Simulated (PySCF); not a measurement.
Be(F)(OMe) (CH₃BeFO), SMILES [O]([Be][F])C.

Coordinates come from a PBE-D3(BJ)/def2-TZVP optimisation. One conformer was computed; it need not be the lowest.

The numbers are results of PySCF with M06-2X/def2-TZVPD, not measurements.

| Property | Value |
|---|---|
| total energy | -229.86613 hartree |
| point group | Cs |
| highest occupied level | -10.15 eV |
| lowest empty level | -0.26 eV |
| orbital gap | 9.89 eV |
| dipole moment | 2.42 D |
| quadrupole, principal values (traceless, Buckingham form, about the centre of nuclear charge) | -5.43, 2.71, 2.72 D·Å |
| mean static polarisability | 30.3 bohr³ (4.49 Å³) |
| polarisability, principal values | 26.1, 26.2, 38.7 bohr³ |
